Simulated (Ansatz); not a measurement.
Sn31PH44, relaxed as a doublet with UKS r2SCAN-D4/def2-SVP in Ansatz, starting from a model built from a lattice or polyhedron. Force threshold 0.03 eV/Å.

In the def2 sets Sn takes a core potential; there is no spin–orbit coupling. Single mean-field runs in def2-SVP are fitted with def2-universal-jkfit.

Start:

```xyz
76

Sn    0.410    4.972   -1.961
Sn   -3.145    0.362   -4.833
Sn    1.325    0.935   -3.921
Sn    6.238    6.386    3.244
Sn    1.775    5.830    2.334
Sn   -0.375    2.028    3.756
Sn    2.696    1.781    0.370
Sn    4.060    2.589    4.683
P    -1.783    1.233   -0.562
Sn   -3.926   -2.592    0.881
Sn   -0.797   -2.855   -2.521
Sn    0.559   -2.043    1.795
Sn   -5.293   -3.412   -3.443
Sn   -2.984   -6.622   -1.092
Sn    3.632   -2.265   -1.599
Sn    1.472   -6.056   -0.160
Sn   -0.248    6.254    0.450
Sn   -3.793    1.653   -2.419
Sn   -2.411    2.471    1.843
Sn   -5.945   -2.129   -1.025
Sn    4.216    6.853    1.368
Sn    0.664    2.235   -1.509
Sn   -2.845   -2.388   -4.373
Sn    1.603   -1.830   -3.459
Sn    6.489    3.632    3.709
Sn    2.067    3.068    2.786
Sn   -0.128   -0.735    4.196
Sn    2.984   -0.966    0.809
Sn   -3.640   -5.358    1.341
Sn   -0.569   -5.618   -2.050
Sn    0.816   -4.784    2.249
Sn   -5.011   -6.168   -2.940
H    -0.823    5.276   -3.115
H     1.895    5.605   -2.579
H    -4.380    0.621   -6.000
H    -1.619    1.010   -5.443
H     2.850    1.561   -4.524
H     0.088    1.205   -5.093
H     7.732    7.030    2.657
H     5.836    7.177    4.704
H     1.416    6.629    3.799
H    -0.779    2.805    5.269
H     4.182    2.416   -0.207
H     3.660    3.393    6.140
H     4.232    0.920    4.954
H    -4.326   -1.786    2.358
H    -6.520   -3.131   -4.585
H    -2.813   -8.338   -0.808
H     5.126   -1.643   -2.188
H     3.807   -3.956   -1.300
H     2.973   -5.424   -0.761
H     1.604   -7.758    0.099
H    -0.411    7.989    0.184
H    -1.738    5.636    1.050
H    -3.961    3.332   -2.711
H    -5.269    0.997   -1.816
H    -2.584    4.177    1.589
H    -3.902    1.850    2.459
H    -6.129   -0.438   -1.268
H    -7.463   -2.779   -0.413
H     4.060    8.539    1.089
H     4.656    6.042   -0.105
H    -2.452   -3.163   -5.855
H     1.998   -2.620   -4.967
H     7.763    3.368    4.817
H     6.884    2.851    2.241
H     1.116   -1.023    5.335
H    -1.583   -1.372    4.780
H     4.214   -1.245    1.989
H    -2.384   -5.634    2.472
H    -5.132   -5.978    1.917
H    -0.157   -6.378   -3.521
H    -0.684   -5.396    2.843
H     2.043   -5.058    3.395
H    -6.509   -6.804   -2.371
H    -4.628   -6.965   -4.464
```

| step | energy (eV) | largest force component (eV/Å) | SCF passes |
| --- | --- | --- | --- |
| 1 | -190858.1817 | 0.988 | 31 |
| 2 | -190858.8623 | 0.406 | 29 |
| 3 | -190859.3450 | 0.228 | 29 |
| 4 | -190859.6847 | 0.204 | 28 |
| 5 | -190859.9570 | 0.323 | 34 |
| 6 | -190860.2490 | 0.429 | 35 |
| 7 | -190860.5320 | 0.385 | 33 |
| 8 | -190860.7918 | 0.337 | 31 |
| 9 | -190861.0060 | 0.286 | 28 |
| 10 | -190861.1591 | 0.194 | 24 |
| 11 | -190861.2533 | 0.347 | 24 |
| 13 | -190861.3516 | 0.144 | 23 |
| 15 | -190861.3986 | 0.203 | 23 |
| 17 | -190861.4294 | 0.096 | 22 |
| 19 | -190861.4490 | 0.207 | 23 |
| 21 | -190861.4754 | 0.193 | 23 |
| 23 | -190861.5042 | 0.094 | 23 |
| 25 | -190861.5223 | 0.103 | 22 |
| 27 | -190861.5355 | 0.083 | 24 |
| 29 | -190861.5412 | 0.100 | 22 |
| 31 | -190861.5480 | 0.030 | 23 |
| 33 | -190861.5521 | 0.022 | 23 |
| 34 | -190861.5533 | 0.025 | 23 |

Force components are those of the run's own axes.

End:

Cartesian coordinates in Å:
```
Sn 0.217 5.275 -1.828
Sn -3.485 0.090 -4.948
Sn 1.212 1.072 -3.944
Sn 6.017 5.535 3.368
Sn 1.396 5.764 2.578
Sn -1.048 1.678 3.192
Sn 2.404 1.980 0.432
Sn 3.303 2.154 4.791
P -1.535 1.062 -1.150
Sn -2.561 -2.162 0.186
Sn -0.983 -2.764 -2.100
Sn 0.832 -2.250 1.654
Sn -5.293 -3.445 -2.987
Sn -2.891 -6.439 -0.507
Sn 3.680 -1.950 -1.649
Sn 1.603 -6.363 -0.322
Sn -0.394 6.570 0.578
Sn -3.052 2.017 -2.959
Sn -2.590 2.135 0.886
Sn -5.151 -1.661 -0.833
Sn 3.964 6.515 1.744
Sn 0.535 2.480 -1.614
Sn -2.910 -2.551 -4.172
Sn 1.363 -1.634 -3.193
Sn 5.834 2.781 3.793
Sn 1.423 2.972 2.872
Sn -0.508 -1.018 3.808
Sn 3.035 -0.729 0.777
Sn -2.902 -4.582 1.590
Sn -0.596 -5.565 -1.873
Sn 1.865 -4.851 2.025
Sn -5.164 -6.100 -2.106
H -0.913 5.703 -3.053
H 1.756 5.855 -2.347
H -5.154 0.172 -5.377
H -2.588 0.550 -6.344
H 2.713 1.552 -4.642
H -0.011 1.305 -5.139
H 7.544 5.945 2.688
H 5.916 6.325 4.893
H 1.015 6.537 4.074
H -1.908 2.390 4.515
H 3.848 2.838 0.007
H 3.037 2.938 6.300
H 3.139 0.460 5.054
H -2.127 -0.874 1.250
H -6.673 -3.162 -3.983
H -2.764 -8.071 0.040
H 5.015 -1.223 -2.461
H 4.045 -3.620 -1.422
H 3.066 -6.255 -1.227
H 1.396 -8.023 0.104
H -0.226 8.269 0.337
H -2.026 6.277 1.030
H -2.301 3.422 -3.621
H -4.517 2.511 -2.202
H -2.790 3.832 0.635
H -4.156 1.428 1.019
H -5.290 -0.051 -1.437
H -6.337 -1.854 0.400
H 4.068 8.233 1.647
H 4.169 5.916 0.143
H -2.431 -3.444 -5.571
H 1.494 -2.583 -4.638
H 7.087 2.251 4.848
H 6.039 1.955 2.299
H 0.392 -1.050 5.282
H -1.991 -1.851 4.100
H 4.331 -0.843 1.920
H -1.611 -4.908 2.684
H -4.362 -4.558 2.503
H -0.474 -6.289 -3.438
H 1.100 -5.659 3.337
H 3.542 -4.712 2.412
H -6.600 -6.502 -1.240
H -5.080 -7.149 -3.469
```

Bonds formed: Sn10–Sn11 (atoms count from 1).

The force fell under the threshold at step 31, but the optimiser went on and released 0.005 eV more. No frequencies were taken in this run, so the end may be a saddle point.

Run time 7 min (11 threads of AMD EPYC 7R13 on a shared host and a whole NVIDIA H100 80GB HBM3), peak host memory 2.3 GiB.
